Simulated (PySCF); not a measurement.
Sn(F)3(SiH3) (F3H3SiSn), SMILES [F][Sn]([F])([F])[SiH3].

Geometry optimised at B3LYP-D3(BJ)/def2-SVP. The structure was generated by enumeration; whether it is a known compound was not checked. The def2 effective core potentials stand for the cores of Sn; spin–orbit coupling is left out.

Method: PySCF with PBE/def2-TZVP.

Gas-phase values at a fixed geometry.

Computed frontier levels, gap, dipole moment and polarisability:
```yaml
highest_occupied_level: -8.29 eV
lowest_empty_level: -3.18 eV
orbital_gap: 5.11 eV
dipole_moment: 5.53 D
quadrupole, principal values (traceless, Buckingham form, about the centre of nuclear charge): -3.94, -3.94, 7.88 D·Å
mean_static_polarisability: 67.2 bohr³ (9.95 Å³)
polarisability_principal_values: 58.6, 58.6, 84.4 bohr³
```
